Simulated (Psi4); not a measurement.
I4Si, charge +1, doublet, geometry from GFN2-xTB (a state made from the parent by changing its charge; the spin is typed, not shown lowest) (core potentials on I). Base run: Psi4 with HF/def2-SV(P).

Psi4 was given this input:
```
memory 2 GB

molecule mol {
1 2
I     2.231551   -1.024411    0.445566
Si   -0.000000    0.000000    0.000000
I    -1.461591   -1.660099   -1.155676
I    -1.052513    0.673284    2.160248
I     0.282553    2.011226   -1.450138
}

set {
  basis def2-sv(p)
  reference uhf
  stability_analysis check
  scf_type pk
}

energy('scf')
print_variables()
```

The bond that is stretched is that between atoms 1 and 2. A test that says stable can miss a lower solution.

The base run was repeated with changes; each row names its change, and settings that it needs were set with it.

```json
[
 {"change": "base", "ΔE vs base (kcal/mol)": "0.000", "<S^2>": "0.776", "outcome": "converged"},
 {"change": "stability_analysis = follow; reference = uhf", "ΔE vs base (kcal/mol)": "-10.31", "<S^2>": "0.760", "outcome": "converged"},
 {"change": "bond × 1.25", "ΔE vs base (kcal/mol)": "-6.01", "<S^2>": "0.763", "outcome": "converged"},
 {"change": "stability_analysis = follow; reference = uhf; bond × 1.25", "ΔE vs base (kcal/mol)": "-6.01", "<S^2>": "0.763", "outcome": "converged"},
 {"change": "bond × 1.5", "ΔE vs base (kcal/mol)": "3.55", "<S^2>": "0.761", "outcome": "converged"},
 {"change": "stability_analysis = follow; reference = uhf; bond × 1.5", "ΔE vs base (kcal/mol)": "3.55", "<S^2>": "0.761", "outcome": "converged"},
 {"change": "bond × 1.8", "ΔE vs base (kcal/mol)": "9.59", "<S^2>": "0.757", "outcome": "converged"},
 {"change": "stability_analysis = follow; reference = uhf; bond × 1.8", "ΔE vs base (kcal/mol)": "-", "<S^2>": "-", "outcome": "not converged"},
 {"change": "bond × 2.2", "ΔE vs base (kcal/mol)": "14.64", "<S^2>": "0.756", "outcome": "converged"},
 {"change": "stability_analysis = follow; reference = uhf; bond × 2.2", "ΔE vs base (kcal/mol)": "12.17", "<S^2>": "0.756", "outcome": "converged"},
 {"change": "bond × 3.0", "ΔE vs base (kcal/mol)": "13.12", "<S^2>": "0.756", "outcome": "converged"},
 {"change": "stability_analysis = follow; reference = uhf; bond × 3.0", "ΔE vs base (kcal/mol)": "13.12", "<S^2>": "0.756", "outcome": "converged"}
]
```

Psi4 reported an instability in these rows: base; stability_analysis = follow; reference = uhf; bond × 1.8; stability_analysis = follow; reference = uhf; bond × 1.8; bond × 2.2; stability_analysis = follow; reference = uhf; bond × 2.2 (restricted rows aren't judged here).

On stretching, the SCF can end on different states; <S^2> shows the spin contamination of each.
